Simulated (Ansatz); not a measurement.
Bi2Cl6, relaxed as a singlet with RKS PBE-D4/def2-SVP in Ansatz, starting from the GFN2-xTB geometry. Force threshold 0.02 eV/Å.

In the def2 sets Bi takes a core potential; there is no spin–orbit coupling. The structure comes from a short search, and lower isomers may exist.

Start:

```xyz
8

Bi    0.5283   -1.9883   -1.0084
Bi   -0.2085    2.2937   -0.0722
Cl   -2.3573    3.5181    0.0001
Cl   -0.4016   -2.1605    1.2585
Cl   -0.5957    1.2258    2.1055
Cl    1.8685    0.0703   -0.4747
Cl    2.4902   -3.3951   -0.4634
Cl   -1.3239    0.4360   -1.3453
```

Problem. Estimate the energy that the relaxation releases and the steps that it takes.

Solution. 5.9 kcal/mol, in 12 steps; 24 s on 4 threads of Arm Neoverse V1 on a shared host. The force fell under the threshold at step 9, but the optimiser went on. No frequencies were taken in this run, so the end may be a saddle point.

Problem. Does the start keep its bonding?

Solution. By distances, no bond broke or formed. The bond that changes most is Bi2–Cl6, from 3.07 to 3.14 Å (atoms count from 1). The end is the same structure that another start reached.

Problem. Predict the relaxed structure.

Solution. 
Cartesian coordinates in Å:
```
Bi 0.594 -1.940 -0.825
Bi -0.353 2.161 0.019
Cl -2.136 3.879 -0.303
Cl -0.156 -2.371 1.492
Cl -0.968 1.338 2.269
Cl 2.021 0.143 -0.347
Cl 2.511 -3.534 -0.952
Cl -1.514 0.324 -1.353
```
Bond lengths (bridged metal pairs left out): 6 × Bi–Cl 2.47 to 2.57 Å.
